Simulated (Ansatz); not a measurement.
Abridged output of a molecular run in Ansatz:

```
Functional definition: HF
1418 factors; integrals over basis functions are off by at most 1.1e-3 eV
mean field evaluation 1: about -55531.6482 eV, gradient 4.0e1 eV
mean field evaluation 2: about -55531.7996 eV, gradient 4.0e1 eV
mean field evaluation 4: about -55536.1206 eV, gradient 4.1e0 eV
mean field evaluation 8: about -55536.1880 eV, gradient 3.6e-1 eV
mean field -55536.18842530 eV, -2040.9172808492 hartree, gradient 1.1e-6 eV, S^2 0.000000; 0 other end points of the search recorded, 0 dependent functions left out
12 core orbitals not correlated: weight in the atoms' cores, before any rotation towards them, 1.000 or more for the frozen orbitals, at most 0.000 for the correlated occupied ones
reference -55536.18842530 eV, -2040.9172808492 hartree; 16, 16 occupied and 211, 211 virtual orbitals, 1418 factors
second order -20.46024437 eV of doubles, -0.00000000 eV of singles
cycle   1  -20.54514780 eV  change   -8.5e-2 eV  update   1.1e-1
cycle   2  -21.15644569 eV  change   -6.1e-1 eV  update   3.1e-2
cycle   3  -21.25612250 eV  change   -1.0e-1 eV  update   1.4e-2
cycle   4  -21.25149195 eV  change    4.6e-3 eV  update   3.3e-3
cycle   5  -21.25108448 eV  change    4.1e-4 eV  update   1.3e-3
cycle   6  -21.25119600 eV  change   -1.1e-4 eV  update   3.6e-4
cycle   7  -21.25104986 eV  change    1.5e-4 eV  update   1.4e-4
cycle   8  -21.25104046 eV  change    9.4e-6 eV  update   5.1e-5
cycle   9  -21.25104758 eV  change   -7.1e-6 eV  update   2.2e-5
perturbative correction -0.91069884 eV, -0.0334675650 hartree
Total energy: -55558.35017171 eV, -2041.7317100081 hartree
```

Its atoms:

Z-matrix (Å, degrees):
```
C
Ga 1 2.460
C 1 1.549 2 54.1
C 1 1.549 2 54.1 3 156.7
H 1 1.096 2 146.3 3 78.4
H 1 1.094 2 107.2 3 -101.6
H 2 1.568 1 168.7 3 101.6
H 3 1.090 1 116.2 2 -126.4
H 3 1.095 1 111.6 2 109.8
H 4 1.095 1 111.6 2 -109.8
H 4 1.090 1 116.2 2 126.4
```

**Question.** Which basis set was used?
A. def2-TZVPPD
B. def2-SVPD
C. def2-QZVPP
D. def2-TZVPP

**Answer.** D. It gives 239 functions.

**Question.** Write the keys of the input that set method, charge and spin (a neutral closed shell needs none for the last two).

**Answer.** 
```yaml
correlation: {method: ccsd_t}
```
